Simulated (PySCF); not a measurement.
# Vertical excitation energies

C5H3F2N.
Cartesian coordinates in Å at the GFN2-xTB level; atoms count from 1:
```xyz
11
C5H3F2N angstrom
C      1.9830    0.7115   -0.3517
C      0.8337    0.2743    0.1531
F      0.6923    0.1153    1.4807
C     -0.3498   -0.0687   -0.6199
F     -0.1896    0.0971   -1.9446
C     -1.5339   -0.5136   -0.1740
C     -1.8505   -0.7352    1.1758
N     -2.1722   -0.9365    2.2574
H      2.1038    0.8410   -1.4109
H      2.8115    0.9430    0.2919
H     -2.3228   -0.7258   -0.8836
```

Computed with TDDFT CAM-B3LYP/def2-SVPD, vertical, gas phase, core orbitals frozen in the response (PySCF 2.14.0, density-fitted response routines).

Task: What does the calculation give for the low-lying excited states?

Result: 

| state | E (eV) | E (hartree) | f | \|μ\| (D) | symmetry | main configurations (H = HOMO, L = LUMO) |
| --- | --- | --- | --- | --- | --- | --- |
| S1 | 5.22 | 0.1918 | 0.667 | 5.81 | A′ | H→L (97%) |
| S2 | 6.05 | 0.2225 | 0.0001 | 0.07 | – | H-2→L (92%) |
| S3 | 6.41 | 0.2356 | 0.017 | 0.84 | A′ | H-1→L (95%) |
| S4 | 6.86 | 0.2519 | 0.0000 | 0.00 | – | H→L+2 (49%), H→L+4 (18%), H→L+1 (15%) |
| S5 | 7.29 | 0.2677 | 0.0052 | 0.43 | A″ | H→L+1 (77%), H→L+2 (9%) |
| S6 | 7.50 | 0.2755 | 0.0071 | 0.50 | A″ | H-3→L (92%) |
| S7 | 7.70 | 0.2828 | 0.072 | 1.57 | A′ | H→L+3 (41%), H-4→L (33%), H-2→L+4 (9%) |
| S8 | 7.75 | 0.2850 | 0.0001 | 0.06 | – | H→L+5 (32%), H→L+4 (20%), H→L+7 (14%) |

Triplets, Tamm–Dancoff:

```
state  E (eV)  λ (nm)  main configurations (H = HOMO, L = LUMO)
   T1    2.86   433.9                                 H→L (93%)
   T2    4.38   283.3                  H-1→L (76%), H→L+3 (17%)
   T3    5.75   215.8                               H-2→L (83%)
```

The lowest singlet comes at 238 nm (504 kJ/mol) in the ultraviolet; it is strong; its leading configuration is HOMO→LUMO (97%). The lowest level is also the most intense of those listed (f = 0.667). Löwdin shares by element: HOMO carbon 66% or more (atoms not listed hold the other 34%); LUMO carbon 69% or more (atoms not listed hold the other 31%). The oscillator strengths of these states sum to 0.769; summed over the whole spectrum of an exact calculation they would give the number of electrons, 58 (Thomas–Reiche–Kuhn). Orbital energies (eV): HOMO-3 -12.08, HOMO-2 -11.25, HOMO-1 -10.84, HOMO -9.09, LUMO -1.54, LUMO+1 1.07, LUMO+2 1.45. The listed states span 2.53 eV, and the widest gap between neighbours is 0.83 eV (S1 to S2). Symmetry labels in Cs follow from the direction of the transition dipole and are given only for states with f of 0.002 or more. The window holds the lowest 8 singlets.

One conformer stands for the species.
